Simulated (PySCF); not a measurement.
C5H7BO, SMILES C=C=C1OCB1C.

The structure is a stationary point at B3LYP-D3(BJ)/def2-SVP. This is a generated structure with no PubChem entry under its InChIKey; it may be hypothetical.

Computed with PySCF with CAM-B3LYP/def2-TZVP.

Gas-phase values at a fixed geometry.

### Question
Estimate the frontier levels, gap, dipole moment and polarisability. (Estimate from the structure and the level; the computed values follow.)

### Answer

- highest occupied level = -7.81 eV
- lowest empty level = -0.50 eV
- orbital gap = 7.31 eV
- dipole moment = 2.13 D
- quadrupole, principal values (traceless, Buckingham form, about the centre of nuclear charge) = -8.67, -0.38, 9.04 D·Å
- mean static polarisability = 81.7 bohr³ (12.11 Å³)
- polarisability, principal values = 53.5, 65.8, 125.8 bohr³
